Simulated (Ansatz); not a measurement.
Task: Name a neutral molecule of Br, Sn and H with size of the dipole moment (B3LYP/def2-TZVPP) between 2.15 and 2.45 D and vertical ionisation energy (CCSD(T)/def2-TZVPP) between 10.20 and 10.50 eV (Ansatz, PBE0-D4/def2-TZVP geometry).

Result: `[Br][SnH3]` (2.31 D, 10.49 eV). Other molecules can fit too; these were computed, each in one conformer that needn't be the lowest.

B3LYP here is the variant with VWN-RPA as its local correlation; programs differ in this.
